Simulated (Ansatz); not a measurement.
Match the barriers

Saddle point of SiNH₇F₂, singlet (SiNH₅ ([NH2][SiH3]) + HF + HF → SiNH₄F ([NH2][SiH2][F]) + HF + H₂; bonds formed: Si1–F7, H2–H8, H6–F9; bonds broken: Si1–H2, H6–F7, H8–F9), PBE0-D4/def2-TZVP structure:

```
11
angstrom
Si -0.3309 -0.6762 0.0888
H 1.1531 -0.3659 0.7948
H -0.0889 -1.5975 -1.0395
H -0.4735 -1.5853 1.2741
N -1.6787 0.3058 0.3528
H 1.3285 0.9332 -0.9969
F 0.2211 0.7144 -1.1761
H 1.7471 0.1434 0.2820
F 2.3397 0.8912 -0.4983
H -2.3013 0.1288 1.1204
H -1.9163 1.1082 -0.2020
```

Computed with Ansatz 0.2.0 (basis: def2-TZVPP, with def2-QZVPP for the basis limit); correlated methods freeze the cores. Extrapolation: Hartree–Fock as exp(−7.88 √X), correlation as X^−2.97. Four methods, as single points on the PBE0-D4 structures, gave these electronic barriers from the start structure: 19.25, 21.78, 30.41, 45.12 kcal/mol.

(1) The methods were, in alphabetical order, BHLYP-D4, BLYP-D4, HF, r2SCAN-D4. Which gave which? (A judgement: the text doesn't fix the answer.)

No T1 diagnostic of these runs exceeds 0.012.

Answers

(1) By the calculation: r2SCAN-D4 19.25; BLYP-D4 21.78; BHLYP-D4 30.41; HF 45.12 kcal/mol. For comparison, CCSD(T) at an estimated basis limit (MP2 extrapolated from triple and quadruple zeta, plus CCSD(T) − MP2 in triple zeta) gives 28.41 kcal/mol.

Labels in which every atom is bracketed show which atoms are joined, not bond orders.

For scale, one of the runs: CCSD(T)/def2-TZVPP, 233 basis functions, launched by `ansatz run in.yaml --threads 4 --pin off --events-out ev --progress --plain --max-ram 9574MiB`. Time: 2.3 min of wall clock on 4 CPU threads of an Intel Xeon; the host was shared. Peak host memory: 4.3 GiB.
